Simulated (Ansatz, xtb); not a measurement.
**C5H3NS2: 4 structures ranked**

4 gas-phase structures of C5H3NS2, from a drawn sample of its isomers (lower ones may exist). Each was relaxed with GFN2-xTB:

A. `N#Cc1ccc(S)s1`, a singlet
B. `CSC(=S)C#CC#N`, a singlet
C. `c1cc2sncc2s1`, a singlet
D. `c1nc2sccc2s1`, a singlet

Task: Estimate their order in r2SCAN-D4/def2-SVP//GFN2-xTB energy at these geometries, lowest first.

Result: Calculated order at r2SCAN-D4/def2-SVP//GFN2-xTB: D (0.0), C (26.4), A (66.5), B (242.0) kJ/mol.

Energies above the lowest of each column, in kJ/mol; the last columns are at r2SCAN-D4/def2-SVP geometries and were run for some of them only (a dash: not run or not comparable):

```tsv
structure	GFN2-xTB	HF/STO-3G	r2SCAN-D4/def2-SVP//GFN2-xTB	r2SCAN-D4/def2-SVP	CCSD(T)/def2-SVP + ΔMP2/def2-TZVPP
D	0.0	0.0	0.0	0.0	0.0
C	14.0	22.9	26.4	25.1	10.7
A	131.8	65.5	66.5	66.1	42.8
B	301.9	313.4	242.0	–	–
```

Every level run on D puts it lowest or level with the lowest. Flexible structures stand in one conformer each, not always the lowest. Frequencies (GFN2-xTB) were run for A, C, D alone. The ΔMP2 step shifts differences by up to 29.8 kJ/mol, which makes them less sure. ΔMP2 is the change of the MP2 energy from the smaller to the larger basis.

Over these structures GFN2-xTB departs from r2SCAN-D4/def2-SVP//GFN2-xTB by 34.4 kJ/mol on average once a common shift is removed. A GFN2-xTB relaxation took about 0.068 s and the r2SCAN-D4/def2-SVP//GFN2-xTB energy about 0.78 s on a shared host (Ansatz 0.2.0, xtb 6.7.1).
